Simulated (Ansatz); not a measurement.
Ga₆N₆H₁₈, a cluster cut from wurtzite GaN (hydrogen-capped). Charge 0, multiplicity 1. Geometry PBE-D4/def2-SVP; atoms count from 1.

Cartesian coordinates in Å:
```
N -0.8558 -1.9210 1.1902
Ga 0.9450 -1.1501 1.6532
Ga 0.8912 -1.8274 -1.5724
N 1.8204 -0.8946 -0.0466
N 0.4621 0.7059 2.2642
Ga 2.3227 1.0236 -0.4063
Ga -1.9831 -0.9894 -0.1927
N -0.8074 -0.7508 -1.7032
N -2.1812 0.8511 0.5977
Ga -0.5224 1.9194 0.9956
Ga -0.5481 1.1807 -2.2166
N 0.5033 1.8591 -0.6369
H -0.6271 -2.8304 0.7483
H -1.3997 -2.1556 2.0327
H 1.6318 -1.9691 2.8136
H 0.4532 -3.2747 -1.0030
H 1.7348 -1.7044 -2.8998
H 2.7308 -1.3784 0.0183
H 0.0319 0.7007 3.1999
H 1.3804 1.1711 2.3862
H 2.8976 1.5980 0.9903
H 3.1652 1.1417 -1.7348
H -3.3862 -1.6935 -0.3497
H -1.2934 -1.1581 -2.5186
H -2.8400 0.8585 1.3892
H -2.6477 1.3922 -0.1535
H -0.8826 3.2913 1.6864
H 0.2971 1.2982 -3.5434
H -2.0067 1.8665 -2.1027
H 0.7137 2.8394 -0.8856
```

Single mean-field runs in def2-TZVP are fitted with def2-universal-jkfit.

(1) Estimate the Mulliken populations of the heavy atoms from the PBE0/def2-TZVP orbitals of Ansatz.

(2) And the Mayer bond orders between heavy atoms (over 0.3)?

## Answers

(1) 
```tsv
atom	charge (e)
N1	-0.57
Ga2	0.38
Ga3	0.20
N4	-0.48
N5	-0.57
Ga6	0.20
Ga7	0.38
N8	-0.48
N9	-0.57
Ga10	0.38
Ga11	0.20
N12	-0.48
```
Mulliken values depend strongly on the basis.

(2) N1–Ga2 0.69 (2.01 Å); N1–Ga7 0.69 (2.01 Å); Ga2–N4 0.89 (1.93 Å); Ga2–N5 0.69 (2.01 Å); Ga3–N4 0.70 (2.02 Å); Ga3–N8 0.70 (2.02 Å); N4–Ga6 0.70 (2.02 Å); N5–Ga10 0.69 (2.01 Å); Ga6–N12 0.70 (2.02 Å); Ga7–N8 0.89 (1.93 Å); Ga7–N9 0.69 (2.01 Å); N8–Ga11 0.70 (2.02 Å); N9–Ga10 0.69 (2.01 Å); Ga10–N12 0.89 (1.93 Å); Ga11–N12 0.70 (2.02 Å).
